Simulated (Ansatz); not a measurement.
Process, species as SMILES: O=C[C@@H]1C[C@H]1F + 6 C (CH4) → C=O (CH2O) [formaldehyde] + 4 CC (C2H6) + CF (CH3F)
Structures are relaxed separately at B3LYP-D3(BJ)/def2-TZVP in Ansatz (an electronic-structure program), one conformer each, not searched for the lowest.
Geometry of the first species:
```
C
H 1 1.0816
C 1 1.4741 2 115.76
O 3 1.2044 1 124.69 2 0.92
H 3 1.1133 4 120.63 1 -179.86
C 1 1.5080 2 116.08 3 -146.49
F 6 1.3686 1 116.46 2 3.19
H 6 1.0827 7 111.60 1 -142.22
C 6 1.4706 8 120.72 7 146.05
H 9 1.0805 6 117.65 8 -145.32
H 9 1.0822 10 115.61 6 -147.81
```
Charge 0, spin multiplicity 1.

Quantity: bond separation energy (electronic energy difference), in kJ/mol. Valence correlation only, unless marked. Spin-orbit coupling is left out. Non-relativistic unless marked X2C. Basis-set limits of correlation are two-point, X^-3; Hartree-Fock from the larger set. The bracket is a focal-point correction in the basis named.

```csv
level,program,bond separation energy (kJ/mol)
r2SCAN-D4/def2-TZVPD,Ansatz + dftd4,0.1
PBE0-D4/def2-TZVPD,Ansatz + dftd4,-17.3
```

**Question.** What does RI-MP2/CBS(cc-pVTZ,cc-pVQZ)+[CCSD(T)-MP2]/cc-pVTZ (Ansatz) give?

**Answer.** -23.2 kJ/mol
